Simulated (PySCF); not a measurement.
## Energy of Ga+ (gallium, charge +1) between two integer charges

The 4s beta orbital of [Ar] 3d10 4s2 is emptied in steps (occupation f), with all orbitals relaxed, ending at [Ar] 3d10 4s1. Computed with PySCF 2.14 in def2-SVP (5s4p3d, 32 functions), with the non-relativistic Hamiltonian (point nucleus). The exact energy is a straight line in f; departures are measured from the line between the end points of the same method.

```json
{"f": "1", "UHF (eV)": "0.000", "LDA (eV)": "0.000", "PBE (eV)": "0.000", "PBE0 (eV)": "0.000", "r2SCAN (eV)": "0.000", "LC-wPBE (eV)": "0.000", "BHandHLYP (eV)": "0.000", "wB97X (eV)": "0.000", "HSE06 (eV)": "0.000", "BLYP (eV)": "0.000"}
{"f": "0.75", "UHF (eV)": "0.043", "LDA (eV)": "-0.832", "PBE (eV)": "-0.824", "PBE0 (eV)": "-0.600", "r2SCAN (eV)": "-0.717", "LC-wPBE (eV)": "-0.074", "BHandHLYP (eV)": "-0.421", "wB97X (eV)": "-0.192", "HSE06 (eV)": "-0.662", "BLYP (eV)": "-0.850"}
{"f": "0.5", "UHF (eV)": "0.055", "LDA (eV)": "-1.108", "PBE (eV)": "-1.103", "PBE0 (eV)": "-0.801", "r2SCAN (eV)": "-0.942", "LC-wPBE (eV)": "-0.100", "BHandHLYP (eV)": "-0.569", "wB97X (eV)": "-0.244", "HSE06 (eV)": "-0.881", "BLYP (eV)": "-1.139"}
{"f": "0.25", "UHF (eV)": "0.039", "LDA (eV)": "-0.828", "PBE (eV)": "-0.828", "PBE0 (eV)": "-0.600", "r2SCAN (eV)": "-0.700", "LC-wPBE (eV)": "-0.082", "BHandHLYP (eV)": "-0.436", "wB97X (eV)": "-0.153", "HSE06 (eV)": "-0.662", "BLYP (eV)": "-0.859"}
{"f": "0", "UHF (eV)": "0.000", "LDA (eV)": "0.000", "PBE (eV)": "0.000", "PBE0 (eV)": "0.000", "r2SCAN (eV)": "0.000", "LC-wPBE (eV)": "0.000", "BHandHLYP (eV)": "0.000", "wB97X (eV)": "0.000", "HSE06 (eV)": "0.000", "BLYP (eV)": "0.000"}
```

| method | E(f=0) − E(f=1) (eV) | −ε at f=1 (eV) | −ε at f=0.5 (eV) |
| --- | --- | --- | --- |
| UHF | 18.460 | 18.704 | 18.449 |
| LDA | 20.837 | 16.401 | 20.849 |
| PBE | 20.469 | 16.089 | 20.456 |
| PBE0 | 20.144 | 16.951 | 20.141 |
| r2SCAN | 20.210 | 16.351 | 20.262 |
| LC-wPBE | 20.073 | 19.663 | 20.054 |
| BHandHLYP | 20.045 | 17.823 | 20.007 |
| wB97X | 20.472 | 19.440 | 20.550 |
| HSE06 | 20.202 | 16.650 | 20.201 |
| BLYP | 20.618 | 16.108 | 20.593 |

Orbital energy along the path (eV):

```
   f      UHF      LDA      PBE     PBE0   r2SCAN  LC-wPBE  BHandHLYP    wB97X    HSE06     BLYP
   1  -18.704  -16.401  -16.089  -16.951  -16.351  -19.663    -17.823  -19.440  -16.650  -16.108
0.75  -18.566  -18.620  -18.260  -18.540  -18.334  -19.878    -18.902  -19.977  -18.445  -18.336
 0.5  -18.449  -20.849  -20.456  -20.141  -20.262  -20.054    -20.007  -20.550  -20.201  -20.593
0.25  -18.348  -23.060  -22.682  -21.756  -22.092  -20.252    -21.164  -21.110  -21.965  -22.886
   0  -18.261  -25.224  -24.791  -23.245  -23.901  -20.550    -22.438  -19.934  -23.647  -25.230
```

As f goes to zero the orbital energy of a semilocal functional can turn back, because the density of that orbital vanishes from the exchange-correlation potential.

Reference removal energy between the ground levels: 20.515 eV (measured; NIST Atomic Spectra Database, ionization energies). UHF lacks correlation.
